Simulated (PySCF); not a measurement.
Al(CF3)(H)(OH) (CH₂AlF₃O), SMILES [OH][AlH][C](F)(F)F.

Coordinates come from a TPSSh-D3(BJ)/def2-SVP optimisation. The structure was generated by enumeration; whether it is a known compound was not checked. One conformer was computed; it need not be the lowest.

Method: CAM-B3LYP/def2-TZVP (PySCF).

Computed frontier levels, gap, dipole moment and polarisability:
* **highest occupied level**: -10.24 eV
* **lowest empty level**: -0.54 eV
* **orbital gap**: 9.70 eV
* **dipole moment**: 3.64 D
* **quadrupole, principal values (traceless, Buckingham form, about the centre of nuclear charge)**: -7.28, 1.32, 5.96 D·Å
* **mean static polarisability**: 40.9 bohr³ (6.06 Å³)
* **polarisability, principal values**: 35.8, 42.3, 44.5 bohr³
